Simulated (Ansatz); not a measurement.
Gas-phase electronic energies from Ansatz, PBE0-D4/def2-TZVP geometries. CCSD(T)/CBS is the MP2 limit (def2-TZVPP, def2-QZVPP) plus CCSD(T) − MP2 in def2-TZVPP, frozen cores. This one scheme is used for every species. DFT in def2-TZVPP. Each species was taken in one conformer, which may not be the lowest.

Reaction (cleavage of the Si–Si bond): `C[SiH](Cl)[SiH2]O` + H₂S → `C[SiH](S)Cl` + `O[SiH3]`

```
             level  ΔE (eV)
            PBE-D4    -0.60
           PBE0-D4    -0.65
            B2PLYP    -0.76
     HF/def2-TZVPP    -0.83
    MP2/def2-TZVPP    -0.83
CCSD(T)/def2-TZVPP    -0.72
    MP2/def2-QZVPP    -0.84
     MP2/CBS(def2)    -0.84
```

Question: What does CCSD(T)/CBS give? (An estimate is asked.)

Answer: Ansatz gave: -0.73 eV. The listed levels differ from it by 0.13, 0.08, -0.03, -0.10, -0.10, 0.01, -0.11, -0.11 eV.

Largest T1 diagnostic among the species: 0.011.

From PBE to PBE0 (25 % exact exchange), in def2-TZVPP and without D4, ΔE moves by −0.05 eV. The D4 term adds +0.03 eV with B3LYP and +0.02 eV with PBE0; it sums over pairs of atoms, weighted by their polarisabilities, and B3LYP, whose exchange is more repulsive, gets the larger term.

B3LYP here is the variant with VWN-RPA as its local correlation; programs differ in this.
